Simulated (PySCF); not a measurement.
Job file and geometry (Å, from GFN2-xTB) of an NMR shielding run on methyl thiophene-2-carboxylate (C(OC)(=O)C1=CC=CS1, C₆H₆O₂S), GIAO PBE0/pcSseg-1 NMR shielding, non-relativistic, gas phase in PySCF; density fitting, a coarse starting grid and PySCF grid level 2 are the driver's defaults:

```
{"job": {"kind": "nmr", "xc": "PBE0", "basis": "pcSseg-1"}, "charge": 0, "multiplicity": 1}
C      3.071947     0.317386     0.354973
O      1.665593     0.502682     0.387043
C      0.904832    -0.438797    -0.197634
O      1.337017    -1.429420    -0.735395
C     -0.512056    -0.110033    -0.092413
C     -1.566426    -0.845806    -0.568563
C     -2.807604    -0.244262    -0.301261
C     -2.678498     0.934192     0.370530
S     -1.044917     1.336558     0.692265
H      3.501970     0.956646    -0.418118
H      3.304562    -0.726883     0.137965
H      3.460946     0.603378     1.330608
H     -1.432229    -1.777799    -1.086628
H     -3.752789    -0.664907    -0.593111
H     -3.456762     1.595055     0.697827
```

Question: What does the program print?

Answer: 
```
coarse grid: 14032 points
cycle   1  E = -780.0331902745  dE =  1.813e+00  |g| = 8.835e-01  |ddm| = 3.961e+00
cycle   2  E = -779.6527181216  dE =  3.805e-01  |g| = 1.662e+00  |ddm| = 2.382e+00
cycle   3  E = -780.1659700962  dE = -5.133e-01  |g| = 2.879e-01  |ddm| = 1.875e+00
cycle   4  E = -780.1807889985  dE = -1.482e-02  |g| = 9.121e-02  |ddm| = 2.718e-01
cycle   5  E = -780.1821362555  dE = -1.347e-03  |g| = 1.935e-02  |ddm| = 5.974e-02
cycle   6  E = -780.1822145900  dE = -7.833e-05  |g| = 6.949e-03  |ddm| = 2.448e-02
cycle   7  E = -780.1822255983  dE = -1.101e-05  |g| = 1.700e-03  |ddm| = 8.752e-03
cycle   8  E = -780.1822261862  dE = -5.879e-07  |g| = 5.831e-04  |ddm| = 2.275e-03
final grid: 133648 points
cycle   9  E = -780.2593278797  dE = -1.722e-05  |g| = 1.415e-02  |ddm| = 3.575e-02
cycle  10  E = -780.2592633488  dE =  6.453e-05  |g| = 2.264e-02  |ddm| = 3.068e-02
cycle  11  E = -780.2593667655  dE = -1.034e-04  |g| = 2.057e-03  |ddm| = 2.167e-02
cycle  12  E = -780.2593676011  dE = -8.356e-07  |g| = 4.862e-04  |ddm| = 1.909e-03
cycle  13  E = -780.2593676417  dE = -4.055e-08  |g| = 1.829e-04  |ddm| = 5.549e-04
cycle  14  E = -780.2593676481  dE = -6.451e-09  |g| = 5.609e-05  |ddm| = 1.874e-04
cycle  15  E = -780.2593676487  dE = -6.344e-10  |g| = 2.363e-05  |ddm| = 6.893e-05
converged SCF energy = -780.2593676487

GIAO shielding tensors (ppm)
atom      isotropic    diamagn.    paramagn.     s11        s22        s33       span
  0 C      136.056     241.635    -105.579     99.926    124.795    183.447     83.521
  1 O      159.657     403.314    -243.657     -7.934    232.616    254.290    262.224
  2 C       20.066     247.441    -227.375    -77.364     66.476     71.085    148.449
  3 O      -56.117     403.067    -459.184   -297.119   -201.825    330.594    627.713
  4 C       44.419     263.797    -219.378    -22.925     43.129    113.052    135.977
  5 C       46.630     247.591    -200.961    -36.740     21.183    155.448    192.188
  6 C       55.032     254.867    -199.835    -25.133     38.482    151.747    176.879
  7 C       44.985     263.549    -218.565    -47.919     39.449    143.424    191.344
  8 S      261.680    1057.096    -795.416    124.741    241.537    418.763    294.022
  9 H       28.155      27.262       0.893     23.560     25.920     34.984     11.423
 10 H       26.248      27.563      -1.315     21.897     26.050     30.798      8.901
 11 H       28.068      27.268       0.800     23.521     26.395     34.289     10.768
 12 H       23.566      31.820      -8.254     20.204     23.500     26.994      6.790
 13 H       24.431      29.696      -5.265     21.219     24.739     27.335      6.117
 14 H       24.320      30.668      -6.348     21.421     24.255     27.284      5.863
```

Question: Turn these shieldings into chemical shifts. Shifts are taken against calculated references (same method and geometry level): ¹³C (186.93 ppm), ¹H (31.72 ppm) against TMS; H2O for ¹⁷O (336.08 ppm); ³³S (503.73 ppm) against CS2.

Answer: Averaging equivalent atoms: C 2: 166.9; C 4: 142.5; C 7: 141.9; C 5: 140.3; C 6: 131.9; C 0: 50.9; O 3: 392.2; O 1: 176.4; S 8: 242; H 12: 8.15; H 14: 7.40; H 13: 7.29; H 9/10/11: 4.23 ppm. Unscaled 17O shifts of doubly bonded oxygen tend to come out too high, by tens of ppm or more. Experimental scales use liquid or dissolved standards, which lie at an offset from isolated H2O (liquid H2O: subtract about 36 ppm).

Size and cost of the density-fitted run: 190 basis functions, 25 s wall time on 1 thread of an Arm Neoverse V2, shared host.
